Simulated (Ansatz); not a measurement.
Ideal-gas functions of BBrH₃OSi, SMILES `[SiH3]O[B]Br` radical at 400 K and 1 bar, from an Ansatz frequency run at PBE0-D4/def2-TZVP.

Molar mass 137.83 g/mol, point group Cs (symmetry number 1), electronic degeneracy 2, moments of inertia 42.973, 342.368, 379.342 u Å². Harmonic wavenumbers (cm⁻¹, unscaled): 61, 74, 204, 351, 617, 709, 722, 769, 946, 954, 954, 1424, 2255, 2266, 2275.

Use S(trans) = R[1.5 ln M + 2.5 ln T − 1.1517]; rotational temperatures θ = 24.2544 K / I; S(rot) = R[ln(√π/σ · √(T³/θAθBθC)) + 1.5]; for each mode x = 1.438777 ν̃/T, S = R[x/(eˣ − 1) − ln(1 − e⁻ˣ)] and H = RT x/(eˣ − 1); 1 cm⁻¹ = 0.0119627 kJ/mol; R = 8.31446 J/(mol·K).

**Question.** By hand: the entropy, in J/(mol·K).

**Answer.** Translation 176.4. Rotation: θ = 0.5644, 0.0708, 0.0639 K, giving 116.8. Vibration, mode by mode: 20.94, 19.34, 11.07, 6.91, 3.21, 2.47, 2.38, 2.08, 1.26, 1.23, 1.23, 0.31, 0.02, 0.02, 0.02, in all 72.5. Electronic 5.8. Sum 371.5 J/(mol·K).

**Question.** By hand: H − E and G − E in kJ/mol, counted from the electronic energy.

**Answer.** Zero-point energy ½ × 14581 × 0.0119627 = 87.2; thermal vibration 14.0; translation, rotation and pV give 4 RT = 13.3. H − E = 114.5 kJ/mol, and G − E = 114.5 − 400 × 371.5/1000 = -34.1 kJ/mol.

Vibration gives 20 % of the entropy, 40.3 J/(mol·K) of it from the modes under 150 cm⁻¹: soft modes count most, and the harmonic formula is weakest for them. The sum counts one conformer and one mirror image; others add a mixing term.
